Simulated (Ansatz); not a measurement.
All values below come from frozen-core CCSD(T)/cc-pVDZ // PBE-D3(BJ)/def2-SVP (Ansatz, a first-principles code). The restricted HF reference is unstable towards unrestricted orbitals.

Ansatz 0.2 input:
```yaml
crystal:
  periodic: [false, false, false]
  atoms:
    - { symbol: C, position_ang: [-4.307156, 0.149931, 0.891177] }
    - { symbol: C, position_ang: [-3.117652, -0.074672, 0.697514] }
    - { symbol: C, position_ang: [-1.730546, -0.308367, 0.463606] }
    - { symbol: C, position_ang: [-1.132988, -1.565105, 0.69577] }
    - { symbol: C, position_ang: [0.239186, -1.773671, 0.458205] }
    - { symbol: C, position_ang: [1.082088, -0.753187, -0.018076] }
    - { symbol: Si, position_ang: [2.914335, -1.082911, -0.320583] }
    - { symbol: C, position_ang: [0.50327, 0.52697, -0.260662] }
    - { symbol: C, position_ang: [1.126731, 1.734696, -0.742941] }
    - { symbol: C, position_ang: [0.24403, 2.780596, -0.853326] }
    - { symbol: S, position_ang: [-1.38291, 2.364424, -0.379034] }
    - { symbol: C, position_ang: [-0.888435, 0.72867, -0.017] }
    - { symbol: H, position_ang: [-5.356359, 0.345088, 1.062752] }
    - { symbol: H, position_ang: [-1.761771, -2.386076, 1.068445] }
    - { symbol: H, position_ang: [0.657231, -2.77326, 0.655075] }
    - { symbol: H, position_ang: [3.775859, -0.180451, 0.523357] }
    - { symbol: H, position_ang: [3.280397, -0.837497, -1.760952] }
    - { symbol: H, position_ang: [3.206971, -2.515559, 0.027982] }
    - { symbol: H, position_ang: [2.192428, 1.818175, -0.997933] }
    - { symbol: H, position_ang: [0.455294, 3.802201, -1.193378] }
basis:
  gaussian: { orbitals: cc-pVDZ }
correlation:
  method: ccsd_t
```

Output:

```
Functional definition: HF
2045 factors; integrals over basis functions are off by at most 1.2e-3 eV
mean field evaluation 1: about -29103.4221 eV, gradient 3.9e1 eV
mean field evaluation 2: about -29103.9724 eV, gradient 3.8e1 eV
mean field evaluation 4: about -29109.3216 eV, gradient 7.6e0 eV
mean field evaluation 8: about -29109.5139 eV, gradient 5.6e-1 eV
mean field evaluation 16: about -29109.5160 eV, gradient 2.1e-6 eV
mean field -29109.51598956 eV, -1069.7549814777 hartree, gradient 2.1e-6 eV, S^2 0.000000; 0 other end points of the search recorded, 0 dependent functions left out; unrestricted orbitals would lower it
20 core orbitals not correlated
reference -29109.51598956 eV, -1069.7549814777 hartree; 29, 29 occupied and 167, 167 virtual orbitals, 2045 factors
second order -41.60450584 eV of doubles, -0.00000000 eV of singles
cycle   1  -41.50266509 eV  change    1.0e-1 eV  update   1.8e-1
cycle   2  -42.89104035 eV  change    -1.4e0 eV  update   6.0e-2
cycle   3  -43.21570461 eV  change   -3.2e-1 eV  update   2.7e-2
cycle   4  -43.21982044 eV  change   -4.1e-3 eV  update   8.3e-3
cycle   5  -43.22547154 eV  change   -5.7e-3 eV  update   4.2e-3
cycle   6  -43.22741502 eV  change   -1.9e-3 eV  update   1.3e-3
cycle   7  -43.22688171 eV  change    5.3e-4 eV  update   6.3e-4
cycle   8  -43.22685576 eV  change    2.6e-5 eV  update   2.9e-4
cycle   9  -43.22692646 eV  change   -7.1e-5 eV  update   1.4e-4
cycle  10  -43.22685209 eV  change    7.4e-5 eV  update   5.8e-5
cycle  11  -43.22679900 eV  change    5.3e-5 eV  update   2.2e-5
perturbative correction -2.11172423 eV, -0.0776044341 hartree
Total energy: -29154.85451279 eV, -1071.4211414748 hartree
```

Cost: very roughly 12 core-minutes.
